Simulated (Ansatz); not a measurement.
The same path of CH5GaSeSi (9 atoms, charge 0, multiplicity 1) was run twice with different band settings. Lost on the way: Ga3–H9. Made: Se4–H9.

Level of theory: RKS B3LYP/def2-SVP in Ansatz.

Relaxed end points:

```xyz
9
Properties=species:S:1:pos:R:3
Si -0.247 1.168 -0.740
C -0.438 -0.549 -0.018
Ga 0.643 -1.250 1.452
Se 0.968 -1.949 -0.719
H -0.394 1.171 -2.227
H -1.288 2.074 -0.161
H 1.100 1.714 -0.397
H -1.449 -0.972 -0.103
H 1.107 -1.405 2.913
```

```xyz
9
Properties=species:S:1:pos:R:3
Si -0.198 1.102 -0.704
C -0.422 -0.517 0.220
Ga -0.060 -0.526 2.286
Se 0.978 -1.854 -0.202
H -0.036 0.942 -2.181
H -1.396 1.968 -0.462
H 1.009 1.819 -0.190
H -1.405 -0.980 0.034
H 1.531 -1.954 1.200
```

Common settings: movable images 7; climbing image yes; spring 5.0 eV/Å²; optimiser quadratic models (default); start path through a guess of the saddle point; end points relaxed.

| run | force threshold | iteration limit |
| --- | --- | --- |
| 1 | 0.05 eV/Å | 34 |
| 2 | 0.2 eV/Å | 41 |

**Question.** What does each run give, and how far can it be trusted?

**Answer.** Run 1: converged after 11 iterations, highest image 0.694 eV above the first end. A vibrational analysis at the climbing image gives one clearly imaginary mode, 360i cm⁻¹: a first-order saddle point.
Run 2: converged after 6 iterations, highest image 0.700 eV above the first end. The threshold of 0.2 eV/Å is loose, so the images may lie well off the minimum-energy path. The order of the stationary point at the top wasn't checked.
The orbitals stay closed-shell, which can raise the energy where a bond breaks towards radicals; this wasn't checked here.
